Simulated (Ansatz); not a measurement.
Consider the hydrogenolysis of a B–C bond: `CB[SiH2]N` + H₂ → `B[SiH2]N` + CH₄.

Calculated with Ansatz (gas phase, PBE0-D4/def2-TZVP geometries, no zero-point term in ΔE). CCSD(T)/CBS adds triple-zeta CCSD(T) − MP2 to the extrapolated MP2 energy (def2 sets, frozen cores). This one scheme is used for every species. Functionals use def2-TZVPP. Each species was taken in one conformer, which may not be the lowest.

Question: Is it downhill or uphill in electronic energy at CCSD(T)/CBS, and by how much? (Best estimate.)

Answer: Ansatz gave: Downhill: ΔE = -18.0 kJ/mol.

Question: What do these levels give: r2SCAN-D4, PBE-QIDH, PBE, revPBE, HF/def2-TZVPP, HF/CBS(def2)? (Best estimate.)

Answer: Ansatz gave: r2SCAN-D4 -13.3, PBE-QIDH -18.8, PBE -14.3, revPBE -18.1, HF/def2-TZVPP -42.5, HF/CBS(def2) -42.3 kJ/mol.

Largest T1 diagnostic among the species: 0.011.

Leaving LDA and LC-ωPBE aside and taking each functional with its dispersion term where it has one, the values, not all of them listed here, spread over 16.4 kJ/mol, from BHLYP-D4 to revPBE-D4. LDA lies +9.9 kJ/mol from PBE without D4. The D4 term adds +6.8 kJ/mol with B3LYP and +3.8 kJ/mol with PBE0; it sums over pairs of atoms, weighted by their polarisabilities, and B3LYP, whose exchange is more repulsive, gets the larger term.

B3LYP here is the variant with VWN-RPA as its local correlation; programs differ in this.
